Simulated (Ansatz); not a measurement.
Start from `BOC(N)S` and change one atom or group to get `NC(S)N[SiH3]`.

Ansatz, PBE0-D4/def2-TZVP geometries, multiplicity 1. Each molecule was computed in one conformer, which needn't be the lowest.

| property | `BOC(N)S` |
| --- | --- |
| size of the dipole moment (B3LYP/def2-TZVPP) / D | 1.27 |
| LUMO energy (B3LYP/def2-TZVPP) / eV | -0.98 |
| HOMO–LUMO gap (PBE/def2-TZVPP) / eV | 4.29 |
| HOMO energy (ωB97M-V/def2-TZVPP) / eV | -9.50 |
| LUMO energy (PBE0/def2-TZVPP) / eV | -0.73 |
| HOMO energy (PBE0/def2-TZVPP) / eV | -7.24 |

Give the same properties after the change, and the shifts. (Estimate.)

Ansatz gave: 
```csv
property,`NC(S)N[SiH3]`,shift
size of the dipole moment (B3LYP/def2-TZVPP) / D,1.63,0.36
LUMO energy (B3LYP/def2-TZVPP) / eV,-0.02,0.96
HOMO–LUMO gap (PBE/def2-TZVPP) / eV,4.84,0.55
HOMO energy (ωB97M-V/def2-TZVPP) / eV,-9.02,0.48
LUMO energy (PBE0/def2-TZVPP) / eV,0.24,0.97
HOMO energy (PBE0/def2-TZVPP) / eV,-6.77,0.47
```

With PBE0 the HOMO rises by 0.47 eV and the LUMO rises by 0.97 eV, so the gap widens by about 0.50 eV. PBE moves the HOMO by 0.50 eV and ωB97M-V by 0.48 eV. Dipoles are sizes alone; their direction can turn.

B3LYP here is the variant with VWN-RPA as its local correlation; programs differ in this.
